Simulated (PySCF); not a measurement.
# Basis and Hamiltonian dependence of the ionisation energy of V

V [Ar] 3d3 4s2 (4F) → V⁺ [Ar] 3d4 (5D). All values are computed (PySCF 2.14, energy differences of UHF-based or UKS calculations, no spin-orbit coupling). Values in eV.

```tsv
basis	Hamiltonian	functions	UHF	r2SCAN	PBE0	MP2 (valence)	CCSD(T) (valence)	CCSD(T) (valence and next inner shell)
jorge-DZP-DKH	spin-free X2C	43	6.240	n/a	6.497	6.516	n/a	n/a
pcseg-2	non-relativistic	56	5.991	n/a	6.091	6.305	n/a	n/a
aug-cc-pVDZ-DK	spin-free X2C	59	6.160	6.405	6.328	6.526	6.792	n/a
x2c-TZVPPall	spin-free X2C	64	6.167	n/a	6.356	6.534	6.812	6.799
def2-TZVPPD	non-relativistic	67	5.911	n/a	6.077	6.266	6.543	6.523
cc-pVTZ	non-relativistic	68	5.911	n/a	n/a	6.267	n/a	n/a
cc-pVTZ-DK	spin-free X2C	68	6.167	n/a	n/a	6.537	n/a	n/a
aug-cc-pVTZ-DK	spin-free X2C	93	6.167	n/a	6.355	6.590	6.854	n/a
def2-QZVPPD	non-relativistic	93	5.922	n/a	6.063	6.303	6.571	6.531
aug-cc-pVTZ	non-relativistic	93	5.910	n/a	6.076	6.319	6.583	n/a
x2c-QZVPPall	spin-free X2C	96	6.178	n/a	6.338	6.573	6.842	n/a
cc-pVQZ	non-relativistic	104	5.918	n/a	6.071	6.295	n/a	n/a
aug-cc-pwCVTZ-DK with one added diffuse shell each of s, p, d, f, g type	spin-free X2C	152	6.174	n/a	n/a	n/a	n/a	n/a
aug-cc-pwCVQZ	non-relativistic	185	5.920	n/a	6.070	6.326	n/a	n/a
```

Extrapolation of MP2 (valence) from cc-pVTZ and cc-pVQZ: the correlation parts are 0.356 and 0.377 eV; with the X⁻³ form and unrounded values, (4³ × 0.377 − 3³ × 0.356)/(4³ − 3³) = 0.392 eV, and adding the Hartree-Fock value 5.918 eV of the larger basis gives 6.310 eV.

Frozen in the all-electron rows: valence: [Ar]; valence and next inner shell: [Ne].

Non-relativistic rows lack the scalar-relativistic shift.

Reference for a calculation without spin-orbit coupling: 6.732 eV (measured, between term centres; NIST).
